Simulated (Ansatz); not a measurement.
Diatomic ZrO, multiplicity 3 (not the ground state: that is measured with 2S+1 = 1). No spin–orbit coupling.

The constants come from a fifth-degree fit in 1/R (seven points, main isotopes). Runs in def2 and cc sets follow the lowest solution found near the PBE0 minimum.

Codes used: Ansatz (Gaussian orbitals). Values without a source in brackets are computed. In def2 rows elements past Kr take small-core potentials, without spin–orbit coupling.

Energies at wB97X-V/def2-TZVPP:

```json
[
 {"R (Å)": "1.597743", "E (hartree)": "-122.19451913"},
 {"R (Å)": "1.640693", "E (hartree)": "-122.20412941"},
 {"R (Å)": "1.680207", "E (hartree)": "-122.20881726"},
 {"R (Å)": "1.724875", "E (hartree)": "-122.21011981"},
 {"R (Å)": "1.769543", "E (hartree)": "-122.20791818"},
 {"R (Å)": "1.821083", "E (hartree)": "-122.20187685"},
 {"R (Å)": "1.881213", "E (hartree)": "-122.19115623"}
]
```

Q: With a reduced mass of 13.5791 u, find the minimum, the force constant and the constants.

A: A fifth-degree polynomial in 1/R puts the minimum at r_e = 1.7177 Å with force constant 789 N/m. Then ω_e = (1/2πc)√(k/μ) = 993 cm⁻¹ and B_e = h/(8π²cμr_e²) = 0.4207 cm⁻¹; the cubic and quartic terms give α_e = 0.0017 and ω_e x_e = 2.8 cm⁻¹.

Ansatz is a program for electronic structure.
